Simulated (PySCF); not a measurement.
Input file for PySCF: R-M06-2X/def2-TZVPP on O2Sn (SMILES [O]=[Sn]=[O]). Elements past Kr take the def2 small-core potentials; no spin–orbit coupling.

```python
from pyscf import gto, dft

mol = gto.M(
    atom='''
    Sn    0.00003335   -0.00000002    0.00000200
    O     1.81396224   -0.00416133    0.00971237
    O    -1.81389560    0.00416135   -0.00971438
    ''',
    basis='def2-tzvpp',
    ecp={'Sn': 'def2-tzvpp'},
    charge=0, spin=0, verbose=4, max_memory=1800)
mf = dft.RKS(mol, xc='m062x').density_fit(auxbasis='def2-universal-jkfit')
mf.grids.level = 4
mf.conv_tol = 1e-9
mf.max_cycle = 150
mf.kernel()
mf.dip_moment()
```

Output:

```
PySCF version 2.14.0

[INPUT] verbose = 4
[INPUT] num. atoms = 3
[INPUT] num. electrons = 38
[INPUT] charge = 0
[INPUT] spin (= nelec alpha-beta = 2S) = 0
[INPUT] symmetry False subgroup None
[INPUT] Mole.unit = angstrom
[INPUT] Symbol           X                Y                Z      unit          X                Y                Z       unit  Magmom
[INPUT]  1 Sn     0.000033350000  -0.000000020000   0.000002000000 AA    0.000063022366  -0.000000037795   0.000003779452 Bohr   0.0
[INPUT]  2 O      1.813962240000  -0.004161330000   0.009712370000 AA    3.427891833903  -0.007863774014   0.018353719320 Bohr   0.0
[INPUT]  3 O     -1.813895600000   0.004161350000  -0.009714380000 AA   -3.427765902554   0.007863811808  -0.018357517670 Bohr   0.0

nuclear repulsion = 112.022361353038
number of shells = 38
number of NR pGTOs = 183
number of NR cGTOs = 112
basis = def2-tzvpp
ecp = {'Sn': 'def2-tzvpp'}


******** <class 'pyscf.df.df_jk.DFRKS'> ********
method = DFRKS
initial guess = minao
damping factor = 0
level_shift factor = 0
DIIS = <class 'pyscf.scf.diis.CDIIS'>
diis_start_cycle = 1
diis_space = 8
diis_damp = 0
SCF conv_tol = 1e-09
SCF conv_tol_grad = None
SCF max_cycles = 150
direct_scf = False
XC library pyscf.dft.libxc version 7.1.2
    S. Lehtola, C. Steigemann, M. J. T. Oliveira, and M. A. L. Marques,  SoftwareX 7, 1–5 (2018)
XC functionals = m062x
    Y. Zhao and D. G. Truhlar,  Theor. Chem. Acc. 120, 215 (2008)
    Y. Zhao and D. G. Truhlar,  Theor. Chem. Acc. 120, 215 (2008)
radial grids:
    Treutler-Ahlrichs [JCP 102, 346 (1995); DOI:10.1063/1.469408] (M4) radial grids

becke partition: Becke, JCP 88, 2547 (1988); DOI:10.1063/1.454033
pruning grids: <function nwchem_prune>
grids dens level: 4
symmetrized grids: False
atomic radii adjust function: <function treutler_atomic_radii_adjust>
small_rho_cutoff = 0
Set gradient conv threshold to 3.16228e-05
Initial guess from minao.
tot grids = 88648
******** <class 'pyscf.df.df.DF'> ********
auxbasis = def2-universal-jkfit
init E= -327.582638164676
  HOMO = -0.785676260354099  LUMO = -0.654568331961634  gap/eV = 3.56763
cycle= 1 E= -364.004836597444  delta_E= -36.4  |g|= 1.99  |ddm|= 31.4
  HOMO = -0.271360331566253  LUMO = 0.0230324786772565  gap/eV = 8.01084
cycle= 2 E= -364.299781358415  delta_E= -0.295  |g|=  1.6  |ddm|= 4.96
  HOMO = -0.348899882645209  LUMO = -0.0654718242208219  gap/eV = 7.71247
cycle= 3 E= -364.602051175088  delta_E= -0.302  |g|= 0.15  |ddm|= 1.55
  HOMO = -0.391097911077652  LUMO = -0.0887199404649621  gap/eV = 8.22812
cycle= 4 E= -364.598013037788  delta_E= 0.00404  |g|= 0.212  |ddm|= 0.29
  HOMO = -0.372144377887839  LUMO = -0.0819733682362589  gap/eV = 7.89596
cycle= 5 E= -364.606467576993  delta_E= -0.00845  |g|= 0.00663  |ddm|= 0.136
  HOMO = -0.372459505336516  LUMO = -0.0826038177480335  gap/eV = 7.88738
cycle= 6 E= -364.60649619712  delta_E= -2.86e-05  |g|= 0.0018  |ddm|= 0.0234
  HOMO = -0.372552758545055  LUMO = -0.0829724729067145  gap/eV = 7.87988
cycle= 7 E= -364.606498630719  delta_E= -2.43e-06  |g|= 0.000434  |ddm|= 0.00547
  HOMO = -0.37251590441272  LUMO = -0.0829657828683246  gap/eV = 7.87906
cycle= 8 E= -364.606498758382  delta_E= -1.28e-07  |g|= 4.53e-05  |ddm|= 0.00138
  HOMO = -0.372518754248985  LUMO = -0.0829772652028815  gap/eV = 7.87883
cycle= 9 E= -364.606498760274  delta_E= -1.89e-09  |g|= 1.51e-05  |ddm|= 0.000168
  HOMO = -0.372519214094569  LUMO = -0.0829774086174311  gap/eV = 7.87883
cycle= 10 E= -364.606498760259  delta_E= 1.59e-11  |g|= 1.81e-05  |ddm|= 1.84e-05
  HOMO = -0.372519594939196  LUMO = -0.0829775155333259  gap/eV = 7.87884
Extra cycle  E= -364.606498759902  delta_E= 3.57e-10  |g|= 4.66e-05  |ddm|= 3.53e-05
converged SCF energy = -364.606498759902
Dipole moment(X, Y, Z, Debye): -0.00029,  0.00000,  0.00002
```

The calculation finished and met its thresholds.

Cost: roughly 15 core-seconds.
